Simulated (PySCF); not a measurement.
# Correlation energy of Ni (nickel, neutral)

[Ar] 3d8 4s1 4p1, one real determinant (an excited configuration). Computed with PySCF 2.14 in ANO-RCC-VTZP (6s5p3d2f1g, 59 functions), with the spin-free X2C one-electron Hamiltonian (Gaussian nucleus). Frozen: [Ne]; 18 electrons correlated.

```csv
level,correlation energy (mhartree)
CCSD,-611.57
(T),-13.19
CCSD(T),-624.76
```

Diagnostics: T1 = 0.013, D1 = 0.0362, largest double amplitude 0.025.

The real determinant used has ⟨L²⟩ near 14 against 20 for a pure G term, so it mixes terms.

Cost of the coupled-cluster step: roughly 13 core-seconds, for 18 correlated electrons.

Iterations:

```
CC2 = 0
CCSD nocc = (np.int64(11), np.int64(7)), nmo = (54, 54)
frozen orbitals [[0, 1, 2, 3, 4], [0, 1, 2, 3, 4]]
max_cycle = 100
direct = 0
conv_tol = 1e-08
conv_tol_normt = 1e-06
diis_space = 8
diis_start_cycle = 0
Init t2, MP2 energy = -0.649843566989838
Init E_corr(UCCSD) = -0.649843566995303
cycle = 1  E_corr(UCCSD) = -0.587981873947636  dE = 0.061861693  norm(t1,t2) = 0.0993001
cycle = 2  E_corr(UCCSD) = -0.61558155061886  dE = -0.0275996767  norm(t1,t2) = 0.0398158
cycle = 3  E_corr(UCCSD) = -0.610675212114928  dE = 0.0049063385  norm(t1,t2) = 0.0231356
cycle = 4  E_corr(UCCSD) = -0.611017633580392  dE = -0.000342421465  norm(t1,t2) = 0.00659363
cycle = 5  E_corr(UCCSD) = -0.61169258269778  dE = -0.000674949117  norm(t1,t2) = 0.0028405
cycle = 6  E_corr(UCCSD) = -0.611500953482109  dE = 0.000191629216  norm(t1,t2) = 0.00186991
cycle = 7  E_corr(UCCSD) = -0.611544254133066  dE = -4.3300651e-05  norm(t1,t2) = 0.000903415
cycle = 8  E_corr(UCCSD) = -0.611590432888531  dE = -4.61787555e-05  norm(t1,t2) = 0.000410288
cycle = 9  E_corr(UCCSD) = -0.611570338495085  dE = 2.00943934e-05  norm(t1,t2) = 0.000208137
cycle = 10  E_corr(UCCSD) = -0.611559893638795  dE = 1.04448563e-05  norm(t1,t2) = 0.000133059
cycle = 11  E_corr(UCCSD) = -0.611567831789455  dE = -7.93815066e-06  norm(t1,t2) = 0.000101332
cycle = 12  E_corr(UCCSD) = -0.611568071466156  dE = -2.39676701e-07  norm(t1,t2) = 6.4225e-05
cycle = 13  E_corr(UCCSD) = -0.611565725779484  dE = 2.34568667e-06  norm(t1,t2) = 2.41596e-05
cycle = 14  E_corr(UCCSD) = -0.611566319528997  dE = -5.93749513e-07  norm(t1,t2) = 9.29476e-06
cycle = 15  E_corr(UCCSD) = -0.611565939317311  dE = 3.80211686e-07  norm(t1,t2) = 4.03399e-06
cycle = 16  E_corr(UCCSD) = -0.611566002057359  dE = -6.27400489e-08  norm(t1,t2) = 2.16348e-06
cycle = 17  E_corr(UCCSD) = -0.611566068642434  dE = -6.6585075e-08  norm(t1,t2) = 1.34254e-06
cycle = 18  E_corr(UCCSD) = -0.61156604063236  dE = 2.80100746e-08  norm(t1,t2) = 8.02288e-07
cycle = 19  E_corr(UCCSD) = -0.611566055968418  dE = -1.53360584e-08  norm(t1,t2) = 4.8557e-07
cycle = 20  E_corr(UCCSD) = -0.611566054462797  dE = 1.50562096e-09  norm(t1,t2) = 2.91432e-07
UCCSD converged
E(UCCSD) = -1519.62762049077  E_corr = -0.6115660544627973
UCCSD(T) correction = -0.0131862931093201
```

The basis was made for the ground configuration and has no added diffuse functions, which can raise the energy of the promoted electron.

The reference is one real determinant that mixes LS terms of this configuration.
